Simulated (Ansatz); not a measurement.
The inner images of a band of Cl3HOSn + H2 (8 atoms, charge 0, multiplicity 1) are given out of order.

Level of theory: Ansatz 0.2.0, RKS PBE/def2-SVP.

Image 0:

```xyz
8
Properties=species:S:1:pos:R:3
Sn -0.281 0.408 -0.348
O 0.137 -0.089 1.536
H -0.667 -0.448 1.965
Cl 1.780 0.666 -1.419
Cl -1.488 2.423 -0.430
Cl -1.564 -1.274 -1.374
H 1.665 -2.738 2.588
H 1.386 -2.075 2.313
```

Image 6:

```xyz
8
Properties=species:S:1:pos:R:3
Sn 0.762 -0.198 -0.002
O -0.412 -0.952 2.118
H -0.942 -0.138 2.263
Cl 1.661 0.557 -2.069
Cl -0.450 1.747 0.678
Cl -0.735 -1.895 -0.775
H 2.127 -0.675 0.920
H -1.044 -1.575 1.697
```

Question: Put them in order from the first end to the last, with their energies above the first end.
A.
```xyz
8
Properties=species:S:1:pos:R:3
Sn 0.390 -0.351 -0.236
O -0.021 -0.346 2.237
H -0.881 -0.088 2.622
Cl 2.101 0.628 -1.560
Cl -0.985 1.571 0.079
Cl -1.130 -1.740 -1.420
H 1.339 -1.532 0.602
H 0.153 -1.269 2.505
```
B.
```xyz
8
Properties=species:S:1:pos:R:3
Sn -0.221 0.333 -0.154
O 0.017 0.125 1.814
H -0.835 -0.143 2.217
Cl 1.930 0.531 -1.044
Cl -1.474 2.262 -0.635
Cl -1.344 -1.523 -1.062
H 1.612 -2.693 1.759
H 1.282 -2.020 1.933
```
C.
```xyz
8
Properties=species:S:1:pos:R:3
Sn 0.123 -0.208 -0.054
O 0.108 -0.215 2.090
H -0.675 -0.027 2.653
Cl 2.140 0.415 -1.103
Cl -1.200 1.751 -0.204
Cl -1.213 -1.779 -1.205
H 1.043 -1.758 0.922
H 0.642 -1.307 1.732
```
D.
```xyz
8
Properties=species:S:1:pos:R:3
Sn 0.626 -0.247 -0.186
O -0.249 -0.672 2.218
H -1.052 -0.125 2.329
Cl 1.915 0.680 -1.955
Cl -0.696 1.655 0.375
Cl -0.894 -1.783 -1.154
H 1.825 -1.058 0.730
H -0.507 -1.578 2.472
```
E.
```xyz
8
Properties=species:S:1:pos:R:3
Sn -0.123 0.088 0.031
O -0.069 -0.121 2.017
H -0.815 0.376 2.410
Cl 2.025 0.417 -0.845
Cl -1.432 2.003 -0.369
Cl -1.137 -1.725 -1.066
H 1.426 -2.248 1.021
H 1.092 -1.916 1.632
```

Answer: B (+1.2 kJ/mol), E (+7.1 kJ/mol), C (+99.4 kJ/mol), A (-13.6 kJ/mol), D (-39.8 kJ/mol).

Run time: 72 s on 4 threads of Intel(R) Xeon(R) 6975P-C (Granite Rapids) (shared host), peak memory 0.18 GiB.
